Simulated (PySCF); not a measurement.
First SCF of a structure search on doublet TaH2, at a hand-made bent geometry. PySCF input:

```python
from pyscf import gto, scf, dft
mol = gto.M(atom='''
Ta     0.000000     0.000000     0.000000
H      1.458100     0.000000     1.021000
H     -1.458100     0.000000     1.021000''',
    basis={'Ta': 'def2-TZVP', 'H': 'def2-TZVP'},
    ecp={'Ta': 'def2-TZVP'},
    charge=0, spin=1)
mf = dft.UKS(mol, xc='PBE0')
mf.grids.atom_grid = (50, 194)
aux = {'Ta': 'def2-universal-JKFIT', 'H': 'def2-universal-JKFIT'}
mf = mf.density_fit(auxbasis=aux)
mf.conv_tol = 1e-08
mf.diis_space = 10
mf.max_cycle = 60
mf.init_guess = 'minao'
mf.verbose = 4
mf.kernel()
```

Excerpt of the output (cycles alone):

```
init E= -39.6875628926849
cycle= 1 E= -57.8534136634055  delta_E= -18.2  |g|= 0.465  |ddm|= 3.19
cycle= 2 E= -57.7791290129207  delta_E= 0.0743  |g|= 0.568  |ddm|= 1.63
cycle= 3 E= -57.9959207323881  delta_E= -0.217  |g|= 0.0331  |ddm|= 1.03
cycle= 4 E= -57.9980699651257  delta_E= -0.00215  |g|= 0.0168  |ddm|=  0.1
cycle= 5 E= -58.0005139403511  delta_E= -0.00244  |g|= 0.0174  |ddm|= 0.0946
cycle= 6 E= -58.0006802554608  delta_E= -0.000166  |g|= 0.0175  |ddm|= 0.00543
cycle= 7 E= -57.9963054386923  delta_E= 0.00437  |g|= 0.00522  |ddm|= 0.255
cycle= 8 E= -57.9963548938361  delta_E= -4.95e-05  |g|= 0.00222  |ddm|= 0.0226
cycle= 9 E= -57.9963754339601  delta_E= -2.05e-05  |g|= 0.000978  |ddm|= 0.0143
cycle= 10 E= -57.9963757337229  delta_E= -3e-07  |g|= 0.000599  |ddm|= 0.00973
cycle= 11 E= -57.9963762721036  delta_E= -5.38e-07  |g|= 0.00016  |ddm|= 0.00238
cycle= 12 E= -57.9963766414913  delta_E= -3.69e-07  |g|= 0.000143  |ddm|= 0.00244
cycle= 13 E= -57.9963768229931  delta_E= -1.82e-07  |g|= 4.82e-05  |ddm|= 0.00247
cycle= 14 E= -57.996376830643  delta_E= -7.65e-09  |g|= 1.34e-05  |ddm|= 0.000499
Extra cycle  E= -57.9963768309329  delta_E= -2.9e-10  |g|= 1.32e-05  |ddm|= 5.13e-05
converged SCF energy = -57.9963768309329  <S^2> = 0.76491396  2S+1 = 2.0148588
```

This is not the lowest solution: another start and a stability analysis within the same unrestricted form found one 66.0 kJ/mol lower, at -58.02150 Eh.

Open d and f shells are described by one determinant, and the ground state may have another occupation or spin. Spin–orbit coupling, left out here, can matter for elements this heavy.

The search for the lowest solution, 3 starts and the stability check together, took 13 s on 2 threads of a shared Arm Neoverse V1 host, with 52 basis functions; the process peaked at 0.33 GiB. Launch command: `OMP_NUM_THREADS=2 python axn.py task.json out`.
